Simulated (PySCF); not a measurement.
## Spin states of TeP

Unrestricted PBE0; basis Te def2-SVPD with ECP28, P def2-SVPD; scalar-relativistic core potentials; PySCF 2.14. Outer shells of the fragments: Te 4d10 5s2 5p4; P 3s2 3p3.

Followed along the bond (rough minima from three points):

| 2Ms+1 | unpaired | ⟨S²⟩ at the start | R at minimum (Å) | Te (eV) |
| --- | --- | --- | --- | --- |
| 2 | π ↑ | 0.89 | 2.26 | 0.00 |
| 4 | π ↑↑↑ | 3.76 | none in the scan | ≤ 1.25 |
| 2 | π ↑↑↓ | 1.77 | none in the scan | ≤ 1.61 |
| 6 | σ ↑, π ↑↑↑↑ | 8.75 | none in the scan | ≤ 4.30 |

Solutions found at the starting distance of 2.385 Å, counted from the lowest of them; the search is not exhaustive and high or unbound solutions are not listed, so other states can lie among these:

```csv
2Ms+1,unpaired,term,E (eV),⟨S²⟩,⟨Lz²⟩,μ (D)
2,π ↑,²Π,0.00,0.89,1.01,-0.24
4,π ↑↑↑,⁴Π,1.12,3.76,1.00,-0.77
2,π ↑↑↓,mixed,1.48,1.77,3.03,-0.78
4,"σ ↑, π ↑↑",⁴Σ⁻,2.24,3.77,0.00,0.08
2,"σ ↓, π ↑↑",mixed,2.81,1.77,0.00,-0.05
2,π ↑,mixed,2.82,0.75,3.01,-0.86
4,"σ ↑, π ↑↑",mixed,4.22,3.76,2.01,0.22
2,"σ ↓, π ↑↑",mixed,4.63,1.76,2.01,0.54
4,"σ ↑, π ↑↑",mixed,4.78,3.76,2.01,0.48
4,"σ ↑↑, π ↑",⁴Π,5.08,3.97,1.01,0.67
6,"σ ↑, π ↑↑↑↑",⁶Σ⁺,5.24,8.75,0.00,-1.23
6,"σ ↑↑, π ↑↑↑",⁶Π,5.70,8.76,1.01,0.17
6,π ↑↑↑↑↑,⁶Π,8.08,8.76,1.00,3.13
6,"π ↑↑↑↑, δ ↑",⁶Δ,8.30,8.76,4.00,0.19
```

A term symbol is given only where ⟨S²⟩ and ⟨Lz²⟩ are close to those of a pure state; real π, δ and φ orbitals otherwise mix terms. A positive dipole means Te(−)P(+).

Spin–orbit coupling is left out. Counting both spins, an empty level lies below a filled one in some of these solutions, because spin and occupation are held.
